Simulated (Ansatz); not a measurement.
GaH5O2SSi, SMILES `[OH][Ga]([SH])[O][SiH3]`. Charge 0, multiplicity 1. The structure was optimised at the PBE0-D4/def2-TZVP level. It is one conformer, not always the lowest.

```xyz
10

O    -0.418   -2.215    0.773
Ga   -0.073   -1.193   -0.635
S     0.099   -2.051   -2.623
O     0.137    0.562   -0.423
Si    0.104    1.617    0.821
H    -0.470   -1.723    1.597
H     0.343   -0.844   -3.164
H     1.417    2.303    0.945
H    -0.180    0.911    2.107
H    -0.959    2.632    0.602
```

(1) What is the dipole moment at ωB97M-V/def2-TZVPP? (Estimate.)

(2) And with PBE, r2SCAN, B3LYP? (An estimate is asked.)

(3) Give the Mulliken charges with ωB97M-V, PBE, B3LYP in def2-TZVPP. (Estimate.)

Results:

(1) Computed: 1.06 D, with components (0.11, 1.03, 0.24) D in this frame, pointing from negative to positive charge.

(2) Computed: PBE 0.94 D, r2SCAN 1.04 D, B3LYP 1.05 D.

(3) The calculation gave: 
| atom | ωB97M-V | PBE | B3LYP |
| --- | --- | --- | --- |
| O1 | -0.40 | -0.36 | -0.40 |
| Ga2 | 0.59 | 0.49 | 0.59 |
| S3 | -0.22 | -0.22 | -0.22 |
| O4 | -0.43 | -0.34 | -0.42 |
| Si5 | 0.31 | 0.33 | 0.41 |
| H6 | 0.18 | 0.18 | 0.18 |
| H7 | 0.13 | 0.13 | 0.12 |
| H8 | -0.04 | -0.06 | -0.08 |
| H9 | -0.07 | -0.09 | -0.10 |
| H10 | -0.04 | -0.06 | -0.08 |

B3LYP here is the variant with VWN-RPA as its local correlation; programs differ in this.
